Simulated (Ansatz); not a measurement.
Gas-phase electronic energies from Ansatz, PBE0-D4/def2-TZVP geometries. CCSD(T)/CBS is the MP2 limit (def2-TZVPP, def2-QZVPP) plus CCSD(T) − MP2 in def2-TZVPP, frozen cores. def2 core potentials past Kr. For Sn outer-core shells are correlated without core-valence functions, which leaves a few kJ/mol of doubt a bond. One conformer a species, not always the lowest.

Consider the substitution at a C–N bond: `CN1COC1F` + `[OH][SnH2][OH]` → `C[O][SnH2][OH]` + `FC1NCO1`.

| species | CCSD/CBS(def2) energy (Eh) |
| --- | --- |
| `CN1COC1F` | -347.33465 |
| `[OH][SnH2][OH]` | -366.77660 |
| `C[O][SnH2][OH]` | -406.00536 |
| `FC1NCO1` | -308.08807 |

Q: Work out ΔE.

A: ΔE = (-406.00536) + (-308.08807) − (-347.33465) − (-366.77660) = 0.01782 Eh = +11.2 kcal/mol. CCSD(T)/CBS gives +11.6 kcal/mol.

Largest T1 diagnostic among the species: 0.014.

In def2-TZVPP, CCSD(T) changes the Hartree–Fock value by +2.6 kcal/mol (the triples alone add +0.4 kcal/mol) and MP2 by +3.8 kcal/mol.
